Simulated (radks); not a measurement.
Question: These are the eigenvalues of the occupied orbitals of an atom or ion with whole-number occupations (hartree). Calculated with a radial shooting solver on a logarithmic mesh with Libxc functionals: non-relativistic Kohn-Sham, PBEsol, spin-polarised, spherical densities, point nucleus.

1s down: -236.1457
1s up: -236.1455
2s up: -29.12953
2s down: -29.06340
2p up: -25.28597
2p down: -25.23628
3s up: -5.22043
3s down: -5.07792
3p up: -4.10627
3p down: -3.96564
3d up: -2.29820

Which element is it, and in what charge state? The configuration may be excited. Open shells, if any, are filled with parallel spins first.

Answer: Z = 25, manganese, charge +4: Mn4+ in [Ar] 3d3. The list shows which subshells hold electrons but not how many an open one holds; the 1s level, -236.15 hartree, gives Z - s = 21.7 by -(Z - s)^2/2, which with screening narrows Z to a few neighbours, and the depths of the outer levels then fix element, charge and occupations together.
